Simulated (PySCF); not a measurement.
H2SSi, neutral, multiplicity 1. Atoms are numbered in the order given.

```xyz
4

Si     0.1192     1.1340     0.0000
H     -1.4156     1.2448     0.0000
S     -0.0926    -0.9889     0.0000
H      1.2297    -1.2975     0.0000
```

The structure is a stationary point at PBE-D3(BJ)/def2-TZVP.

Level of theory: PySCF with PBE0/def2-TZVPD.

```json
{
 "total_energy": "-688.62384 hartree",
 "point_group": "Cs",
 "highest_occupied_level": "-6.96 eV",
 "lowest_empty_level": "-2.57 eV",
 "orbital_gap": "4.39 eV",
 "dipole_moment": "0.63 D",
 "quadrupole, principal values (traceless, Buckingham form, about the centre of nuclear charge)": "-4.07, 0.88, 3.19 D·Å",
 "mean_static_polarisability": "56.5 bohr³ (8.37 Å³)",
 "polarisability_principal_values": "44.7, 51.6, 73.1 bohr³"
}
```
